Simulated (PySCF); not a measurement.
Calculation: ωB97X-D3(BJ)/def2-TZVP // PBE0-D3(BJ)/def2-SVP (PySCF). Isolated molecules, 0 K electronic values unless said otherwise. One relaxed conformer stands for a flexible species; it need not be the lowest. Excitations are Tamm–Dancoff values on a coarser integration grid. The basis has no diffuse functions, so Rydberg states are missing or too high.

Reference species (SMILES): `[Cl][Sn]([Cl])([Cl])[Cl]` (neutral, multiplicity 1).

```yaml
HOMO: -12.30 eV
brightest of the four lowest singlets (TDA): 6.12 eV
HOMO–LUMO gap: 10.87 eV
```

Changed species: `C[CH2][Sn]([CH2]C)([CH2]C)[CH2]C` (4 of 4 Cl replaced by C2H5; the reference has 0 of 4 Cl replaced by C2H5).

Q: What does the change do to the HOMO, brightest of the four lowest singlets (TDA) and HOMO–LUMO gap?

A: the HOMO rises by 2.98 eV, to -9.32 eV; the brightest of the four lowest singlets (TDA) rises by 1.11 eV, to 7.23 eV; the HOMO–LUMO gap increases by 0.87 eV, to 11.74 eV.
